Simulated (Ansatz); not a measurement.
Geometry optimisation, UKS PBE-D4/def2-SVPD (Ansatz 0.2.0).

input.yaml

```yaml
crystal:
  periodic: [false, false, false]
  atoms:
    - { symbol: H, position_ang: [-0.964888, 0.470136, 0.365868] }
    - { symbol: Se, position_ang: [0.515577, -1.385125, -1.139637] }
    - { symbol: "N", position_ang: [-0.146134, 0.628659, 0.955492] }
    - { symbol: H, position_ang: [-0.140064, -0.435851, -2.07833] }
    - { symbol: H, position_ang: [0.659983, 0.939065, 0.409216] }
    - { symbol: H, position_ang: [0.075525, -0.216884, 1.48729] }
magnetization:
  spin_polarized: true
  initial_magnetization: 1
basis:
  gaussian: { orbitals: def2-SVPD }
hamiltonian:
  xc: pbe
  dispersion: d4
relax:
  f_tol: 0.03
  max_steps: 50
output:
  orbitals: {}
```

Launched with:

```bash
$ ansatz run input.yaml --threads 2 --pin off --max-ram 3072MiB --backend cpu --events-out ev --progress --plain --runs-dir out
```

Question: Where does it end, and by what steps?

Answer: The forces met the threshold. After 4 steps the energy has fallen by 0.001 eV; H1 moved furthest, 0.07 Å.

```tsv
step	energy less start (eV)	largest force component (eV/Å)	accepted
0	0.0000	0.079	yes
1	0.0055	0.376	no
2	-0.0007	0.109	yes
3	0.0003	0.160	no
4	-0.0012	0.006	yes
```

```xyz
6
Properties=species:S:1:pos:R:3
H -0.996 0.514 0.410
Se 0.538 -1.391 -1.146
N -0.141 0.626 0.958
H -0.125 -0.439 -2.078
H 0.649 0.919 0.379
H 0.076 -0.227 1.477
```

Whether the end is a true minimum wasn't checked by a vibrational analysis.

Run time: 11 s on 2 threads of Arm Neoverse V2, on a shared host, peak memory 0.17 GiB.
